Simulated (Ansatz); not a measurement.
Reaction (hydrogenolysis of a B–C bond): `CB(S)CCl` + H₂ → `CBS` + `CCl`

Calculated with Ansatz (gas phase, PBE0-D4/def2-TZVP geometries, no zero-point term in ΔE). CCSD(T)/CBS adds triple-zeta CCSD(T) − MP2 to the extrapolated MP2 energy (def2 sets, frozen cores). This one scheme is used for every species. Functionals use def2-TZVPP. B3LYP here is the variant with VWN-RPA as its local correlation; programs differ in this. One conformer a species, not always the lowest.

`CB(S)CCl`:

```xyz
11

C     0.192    1.530    0.318
B    -0.334    0.059    0.183
S    -1.885   -0.375    0.934
C     0.565   -0.963   -0.613
Cl    0.043   -2.668   -0.664
H    -0.568    2.246    0.635
H     0.645    1.890   -0.610
H     0.989    1.549    1.072
H    -1.870   -1.682    0.603
H     1.579   -0.957   -0.207
H     0.645   -0.629   -1.651
```

H₂:

```xyz
2

H    -0.370   -0.043    0.022
H     0.370    0.043   -0.022
```

`CBS`:

Cartesian coordinates in Å:
```
C 0.455 0.679 0.739
B -0.018 -0.459 -0.215
S -1.336 -0.149 -1.374
H 1.526 0.861 0.590
H 0.360 0.347 1.779
H -0.075 1.627 0.629
H 0.481 -1.545 -0.196
H -1.393 -1.360 -1.952
```

`CCl`:

Cartesian coordinates in Å:
```
C 0.062 -0.106 0.079
Cl -0.687 1.181 -0.883
H 0.934 -0.476 -0.454
H -0.664 -0.905 0.215
H 0.355 0.305 1.042
```

```tsv
level	ΔE (kJ/mol)
PBE0-D4	-10.9
ωB97M-V	-12.5
B3LYP	-28.6
SCS-MP2/def2-TZVPP	-16.2
CCSD/def2-TZVPP	-20.7
CCSD(T)/def2-TZVPP	-13.9
MP2/CBS(def2)	-3.7
CCSD/CBS(def2)	-18.0
```

(1) What does CCSD(T)/CBS give? (Best estimate.)

Largest T1 diagnostic among the species: 0.013.

## Answers

(1) Computed: -11.2 kJ/mol. The listed levels differ from it by 0.3, -1.3, -17.4, -5.0, -9.5, -2.7, 7.5, -6.8 kJ/mol.

The D4 term adds +15.1 kJ/mol with B3LYP and +8.3 kJ/mol with PBE0; it sums over pairs of atoms, weighted by their polarisabilities, and B3LYP, whose exchange is more repulsive, gets the larger term. In def2-TZVPP, CCSD(T) changes the Hartree–Fock value by +35.0 kJ/mol (the triples alone add +6.8 kJ/mol) and MP2 by +42.5 kJ/mol. From PBE to PBE0 (25 % exact exchange), in def2-TZVPP and without D4, ΔE moves by −4.2 kJ/mol.
